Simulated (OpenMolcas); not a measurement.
Mo V: input and output

Input:

```
&GATEWAY
Coord
1

Mo 0.0 0.0 0.0
Basis=ANO-RCC-VQZP
Group=XYZ
NoMove
AngMom=0.0 0.0 0.0
AMFI
&SEWARD
&RASSCF
FileOrb=start.orb
Symmetry=1
Spin=3
nActEl=2 0 0
Inactive=9 9
Ras2=5 0
CIRoot=10 10 1
SDav=10
CIMx=300
Iter=120 100
PrWF=0.3
OrbListing=Nothing
MaxOrb=0
Atom
>>> COPY $Project.JobIph JOB001
&RASSCF
FileOrb=start.orb
Symmetry=1
Spin=1
nActEl=2 0 0
Inactive=9 9
Ras2=5 0
CIRoot=15 15 1
SDav=15
CIMx=300
Iter=120 100
PrWF=0.3
OrbListing=Nothing
MaxOrb=0
Atom
>>> COPY $Project.JobIph JOB002
&RASSI
NrOfJobIphs=2 10 15
1 2 3 4 5 6 7 8 9 10
1 2 3 4 5 6 7 8 9 10 11 12 13 14 15
IphNames
JOB001
JOB002
EJob
SpinOrbit
DIPRint=1.0
SOCoupling=1000.0
Subsets=2
MEES
Property=10
'ANGMOM' 1 'ANGMOM' 2 'ANGMOM' 3 'MLTPL  1' 1 'MLTPL  1' 2 'MLTPL  1' 3
'AMFI' 1 'AMFI' 2 'AMFI' 3 'MLTPL  2' 6
SOProperty=3
'ANGMOM' 1 'ANGMOM' 2 'ANGMOM' 3
```

Launched by
```bash
OMP_NUM_THREADS=1 MOLCAS_MEM=1689 MOLCAS_PROJECT=a pymolcas a.inp > a.log  # once for each step of the input, in one work folder
```

A driver script runs the steps one by one and writes start.orb anew before each from the orbitals found so far.

Output, cut to the results:

```
--- SEWARD ---
Basis set label: MO.ANO-RCC...8S7P5D3F2G1H.

      Electronic valence basis set:
      ------------------
      Associated Effective Charge  42.000000 au
      Associated Actual Charge     42.000000 au
      Nuclear Model: Point charge

      Shell  nPrim  nBasis  Cartesian Spherical Contaminant
         s      21       8        X
         p      18       7        X
         d      13       5                 X
         f       6       3                 X
         g       4       2                 X
         h       2       1                 X
                  Relativistic Douglas-Kroll-Hess integrals:
                    - DKH order of Hamiltonian: 2
                    - DKH order of Properties : 0
                  Atomic mean-field integrals
--- RASSCF ---
Wave function specifications:
      -----------------------------

      Number of closed shell electrons          36
      Number of electrons in active shells       2
      Max number of holes in RAS1 space          0
      Max nr of electrons in RAS3 space          0
      Number of inactive orbitals               18
      Number of active orbitals                  5
      Number of secondary orbitals              81
      Spin quantum number                      1.0
      State symmetry                             1
Orbital specifications:
      -----------------------

      Symmetry species                           1   2
                                                ag  au
      Frozen orbitals                            0   0
      Inactive orbitals                          9   9
      Active orbitals                            5   0
      RAS1 orbitals                              0   0
      RAS2 orbitals                              5   0
      RAS3 orbitals                              0   0
      Secondary orbitals                        37  44
      Deleted orbitals                           0   0
      Number of basis functions                 51  53
      Number of CSFs                            10
      Number of root(s) required                10
      Iter CI   SX   CI       RASSCF       Energy    max ROT     max BLB   max BLB  Level Ln srch  Step   QN
          iter iter root      energy       change     param      element    value   shift minimum  type update
 Nr of preliminary CI iterations:   1
      Total energies have been shifted. Add                -4000.00 au
        1   1   10    0   -42.24428223    0.00E+00   2.64E-01*   7  13 2 -3.24E-01*  0.00   0.00    SX    NO
        2   1   10    0   -42.48577100   -2.41E-01*  1.45E-02    9  17 1 -9.52E-02*  0.00   0.00    SX    NO
        3   1   10    0   -42.49238051   -6.61E-03*  1.04E-02    4  19 2  2.22E-02*  0.00   0.00    SX    NO
        4   1    9    0   -42.49309177   -7.11E-04*  4.17E-03    9  17 1 -8.90E-03*  0.00   0.00    SX    NO
        5   1    8    0   -42.49318544   -9.37E-05*  1.25E-03    9  17 1  2.98E-03*  0.00   0.73    QN   YES
        6   1    6    0   -42.49320045   -1.50E-05* -2.76E-05    5  11 1  3.90E-05   0.00   1.01    QN   YES
        7   1    5    0   -42.49320045   -2.95E-09   5.64E-06    9  17 1 -6.84E-06   0.00   0.83    QN   YES
      Convergence after  7 iterations
        8   1    5    0   -42.49320045   -1.88E-10   5.64E-06    9  17 1 -1.05E-06   0.00   0.83    QN   YES
      Natural orbitals and occupation numbers for root  1
      sym 1:  -0.000000   0.908243   0.091757   0.908243   0.091757
      Natural orbitals and occupation numbers for root  2
      sym 1:   0.097111   0.097111   0.000000   0.902889   0.902889
      Natural orbitals and occupation numbers for root  3
      sym 1:  -0.000000   0.851920   0.148080   0.148080   0.851920
::    RASSCF root number  1 Total energy:  -4042.51103350
::    RASSCF root number  2 Total energy:  -4042.51103350
::    RASSCF root number  3 Total energy:  -4042.51103350
::    RASSCF root number  4 Total energy:  -4042.51103350
::    RASSCF root number  5 Total energy:  -4042.51103350
::    RASSCF root number  6 Total energy:  -4042.51103350
::    RASSCF root number  7 Total energy:  -4042.51103350
::    RASSCF root number  8 Total energy:  -4042.45159001
::    RASSCF root number  9 Total energy:  -4042.45159001
::    RASSCF root number 10 Total energy:  -4042.45159001
--- RASSCF ---
Wave function specifications:
      -----------------------------

      Number of closed shell electrons          36
      Number of electrons in active shells       2
...
--- RASSI ---
SPIN-FREE ENERGIES:
  (Shifted by EMIN (a.u.) =      -4042.5110334977)

 SF State       Relative EMIN(au)   Rel lowest level(eV)    D:o, cm**(-1)      L_eff

     1             0.0000000000        0.0000000000              0.0000         3.0
     2             0.0000000000        0.0000000000              0.0000         3.0
     3             0.0000000000        0.0000000000              0.0000         3.0
     4             0.0000000000        0.0000000000              0.0000         3.0
     5             0.0000000000        0.0000000000              0.0000         3.0
     6             0.0000000000        0.0000000000              0.0000         3.0
     7             0.0000000000        0.0000000000              0.0000         3.0
    11             0.0520766011        1.4170765062          11429.4928         2.0
    12             0.0520766011        1.4170765062          11429.4928         2.0
    13             0.0520766011        1.4170765062          11429.4928         2.0
    14             0.0520766011        1.4170765062          11429.4928         2.0
    15             0.0520766011        1.4170765062          11429.4928         2.0
    10             0.0594434883        1.6175397196          13046.3377         1.0
     8             0.0594434883        1.6175397196          13046.3377         1.0
     9             0.0594434883        1.6175397196          13046.3377         1.0
    16             0.0795459139        2.1645545878          17458.3101         4.0
    17             0.0795459139        2.1645545878          17458.3101         4.0
    18             0.0795459139        2.1645545878          17458.3101         4.0
    19             0.0795459139        2.1645545878          17458.3101         4.0
    20             0.0795459139        2.1645545878          17458.3101         4.0
    21             0.0795459139        2.1645545878          17458.3101         4.0
...
```

Levels above the lowest, from the spin-orbit matrix, grouped by J:

```csv
Configuration,Term,J,E (eV),Measured (eV),g,Term weight %
4d2,3F,2,0.0000,0.0000,0.669,99
4d2,3F,3,0.1807,0.1956,1.084,100
4d2,3F,4,0.3929,0.4163,1.250,100
4d2,1D,2,1.5919,1.2634,1.096,79
4d2,3P,0,1.7257,1.3838,,100
4d2,3P,1,1.7983,1.4639,1.501,100
4d2,3P,2,1.9849,1.6624,1.402,80
4d2,1G,4,2.4056,2.0276,1.001,100
4d2,1S,0,5.6582,4.6790,,100
```

Against the 8 measured excited levels shown (Sugar and Musgrove, J. Phys. Chem. Ref. Data 17, 155 (1988)) the mean absolute deviation is 2700 cm-1; the largest miss in energy is 4d2 1S0: computed 5.6582, measured 4.6790 eV (+20.9 %), and the largest in proportion 4d2 1D2 (+26.0 %).

Without dynamic correlation excited terms often stand tens of per cent too high (terms of higher spin than the ground term too low), and those without a measured partner can miss by more than the paired ones. Measured partners are found by configuration, term and J. A level has none where our copy of the source lacks it or the pairing is in doubt (some pairs that miss far off the trend of their configuration count as doubtful), and it then counts in no deviation. Only configurations of the active space appear.

The term weight is that of the spin-free term in the level, not the purity of its configuration.
